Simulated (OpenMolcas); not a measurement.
Ge2+: effect of the active space

```
Program             : OpenMolcas
Method              : SS-CASPT2 or its RAS form, IPEA 0.25 Eh, imaginary shift 0.1 Eh
Basis               : ANO-RCC-VTZP
Scalar Hamiltonian  : DKH2, point nucleus
Spin-orbit coupling : RASSI with atomic mean-field integrals over the reference wave functions, term energies averaged over their components
```

A. 2 electrons in 4 orbitals (4s 4p); 2S+1 = 3 even, 3 roots; 2S+1 = 1 even, 7 roots; 2S+1 = 3 odd, 3 roots; 2S+1 = 1 odd, 3 roots; closed shells correlated: 3d; CASPT2 step of the order of 1.2 core-seconds
B. 2 electrons in 8 orbitals (4s 4p 5s 5p); 2S+1 = 3 even, 3 roots; 2S+1 = 1 even, 7 roots; 2S+1 = 3 odd, 3 roots; 2S+1 = 1 odd, 3 roots; closed shells correlated: 3d; CASPT2 step of the order of 2.5 core-seconds
C. 2 electrons in 9 orbitals (RAS2 4s 4p; RAS3 4d, at most 2 electrons); 2S+1 = 3 even, 3 roots; 2S+1 = 1 even, 7 roots; 2S+1 = 3 odd, 3 roots; 2S+1 = 1 odd, 3 roots; closed shells correlated: 3d; CASPT2 step roughly 5 core-seconds

Energies in eV above 4s2 1S0, the measured ground level; measured values from Sugar and Musgrove, J. Phys. Chem. Ref. Data 22, 1213 (1993).

| Level | A | B | C | Measured |
| --- | --- | --- | --- | --- |
| 4s2 1S0 | 0.0000 | 0.0000 | 0.0000 | 0.0000 |
| 4s 4p 3P* 0 | 7.475 | 7.489 | 7.491 | 7.6540 |
| 4s 4p 3P* 1 | 7.556 | 7.570 | 7.572 | 7.7490 |
| 4s 4p 3P* 2 | 7.727 | 7.741 | 7.742 | 7.9528 |
| 4s 4p 1P* 1 | 11.563 | 11.546 | 11.417 | 11.3908 |

Deviations, from unrounded energies. A percentage is the sum of absolute deviations over the sum of measured energies, with the sign that they share, or ± where signs differ.

```json
{"Against measurement": "mean absolute deviation (cm-1)", "Levels": "4", "A": "1600", "B": "1400", "C": "1200"}
{"Against measurement": "other configurations (%)", "Levels": "4", "A": "±2.2", "B": "±2.0", "C": "±1.7"}
```

C lies closest to measurement on these levels and A furthest from it. The largest miss of C in the table is 4s 4p 3P* 2, by -1700 cm-1. The ranking rests on the paired levels alone, and a cruder setting can come out closer through cancelling errors.

Among A to C the level of the table that moves most is 4s 4p 1P* 1, by 1200 cm-1 (lowest in C, highest in A). Moves below CASPT2's spread within the term are not significant.

Over all roots computed the reference weight is 0.90 to 0.97 in B; the roots of lowest weight are the least certain, and an intruder state may touch them. The run also gave levels led by 4s 5s, which use shells meant for correlation; these and all levels above them are left out (holds for B). Active for correlation alone: 4d; no level in the range computed is led by a configuration that fills it, so any true level of that kind is missing (holds for C). Computed and measured levels are paired by configuration, term and J; levels that our copy of the source lacks, or whose pairing is in doubt (as where it misses far off the trend of its configuration), stay unpaired and out of the deviations. Levels of configurations outside the active space are missing. Levels that lie high or do not pair safely by name in every column are left out.

* marks odd parity.
